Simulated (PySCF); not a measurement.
Estimate the missing entries of this data sheet.

Compound: C6H9O2 (charge +1).
SMILES: `C=C[C@H]1CO[C+](C)O1`

Conformer (atom-mapped SMILES and torsion angles): `[CH2:1]=[CH:2][C@H:3]1[CH2:4][O:5][C+:6]([CH3:7])[O:8]1`: C1–C2–C3–C4 128°.

| property | level | value |
| --- | --- | --- |
| point group of the GFN2-xTB geometry | GFN2-xTB | ? |
| rotational constants A, B, C of the GFN2-xTB geometry | GFN2-xTB | 4.919, 1.350, 1.149 GHz |
| HOMO energy | B3LYP/def2-SVPD | -12.11 eV |
| LUMO energy | B3LYP/def2-SVPD | ? |
| lowest singlet excitation | TDDFT B3LYP/def2-SVPD | ? |
| strongest line among the 8 lowest singlet transitions | TDDFT B3LYP/def2-SVPD | ? |
| lowest triplet excitation (Tamm–Dancoff) | TDA B3LYP/def2-SVPD | ? |
| static isotropic polarisability | B3LYP/def2-SVPD | ? |
| electronic spatial extent ⟨r²⟩ about the centre of nuclear charge | B3LYP/def2-SVPD | ? |

Gas-phase values; electronic properties from PySCF, density fitting. The structure is a single GFN2-xTB conformer in the gas phase; no vibrational or solvent corrections.

(1) Give the electronic spatial extent ⟨r²⟩ about the centre of nuclear charge.

(2) Give the point group of the GFN2-xTB geometry.

(3) The strongest line among the 8 lowest singlet transitions?

(4) The static isotropic polarisability?

(5) Give the LUMO energy.

(6) Give the lowest singlet excitation.

(7) The lowest triplet excitation (Tamm–Dancoff)?

Results:

(1) 1040 bohr².

(2) C1.

(3) S6 at 7.68 eV (161 nm, f = 0.228).

(4) 72.8 au.

(5) -6.73 eV.

(6) 4.61 eV (269 nm, f = 0.024).

(7) 4.27 eV.

No computed singlet falls in the visible range (750 to 380 nm, 1.65 to 3.26 eV); S1 lies 1.35 eV above its blue end. The polarisability is 10.79 Å³ as a volume (1 au = 0.148185 Å³), or 1.21 au for each of the 60 electrons. The 8 singlets span 4.61 to 7.95 eV, and their oscillator strengths add up to 0.55. The vertical singlet–triplet gap S1 − T1 is 0.34 eV (TDDFT singlet less Tamm–Dancoff triplet; S1: HOMO→LUMO, weight 0.99; T1: HOMO→LUMO, weight 0.61, beside HOMO→LUMO+1, weight 0.32).

For the TDDFT job (B3LYP/def2-SVPD), the run took 49 s wall on one thread of an Arm Neoverse V1, shared host.
